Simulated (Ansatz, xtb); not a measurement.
Gas-phase reaction in SMILES: CO[Si](N)(N)OC + 2 O (H2O) + 3 [SiH4] (SiH4) -> 2 CO (CH4O) [methanol] + 2 N[SiH3] + 2 O[SiH3]
Each molecule is optimised on its own at B3LYP-D3(BJ)/def2-TZVP (Ansatz, a program for electronic structure), one conformer each, not searched for the lowest.

Property: bond separation energy (electronic energy difference), in kcal/mol. Correlated levels leave the core frozen unless marked. No spin-orbit coupling. No relativistic terms. CBS(X,Y): correlation extrapolated as X^-3; Hartree-Fock from the larger set. [CCSD(T)-MP2]/basis is that difference in the basis named.

```csv
level,program,bond separation energy (kcal/mol),minus last row
GFN2-xTB,xtb,-12.4,-36.4
HF/aug-cc-pV(D+d)Z,Ansatz,21.4,-2.6
PBE-D3(BJ)/def2-TZVPD,Ansatz + dftd3,23.5,-0.5
r2SCAN/def2-TZVPD,Ansatz,24.2,0.2
B97M-V/def2-TZVPD,Ansatz,25.3,1.3
B3LYP-D3(BJ)/def2-TZVPD,Ansatz + dftd3,24.0,0.0
B3LYP/def2-TZVPD,Ansatz,19.7,-4.3
PBE0/6-31G*,Ansatz,24.1,0.1
PBE0-D3(BJ)/def2-TZVPD,Ansatz + dftd3,24.2,0.2
PBE0/def2-QZVPP,Ansatz,21.2,-2.8
BHLYP/def2-TZVPD,Ansatz,20.9,-3.1
r2SCAN0-D4/def2-TZVPD,Ansatz + dftd4,25.6,1.6
CAM-B3LYP/def2-TZVPD,Ansatz,21.8,-2.2
LC-wPBE/def2-TZVPD,Ansatz,22.2,-1.8
wB97X-V/def2-TZVPD,Ansatz,24.1,0.1
B2PLYP-D4/def2-TZVPD,Ansatz + dftd4,24.6,0.6
PBE-QIDH/def2-TZVPD,Ansatz,23.8,-0.2
MP2/cc-pV(D+d)Z,Ansatz,23.8,-0.2
CCSD(T)/STO-3G,Ansatz,23.7,-0.3
CCSD(T)/6-31G*,Ansatz,29.3,5.3
"RI-MP2/CBS(cc-pV(T+d)Z,cc-pV(Q+d)Z)+[CCSD(T)-MP2]/cc-pV(D+d)Z",Ansatz,24.0,0.0
```
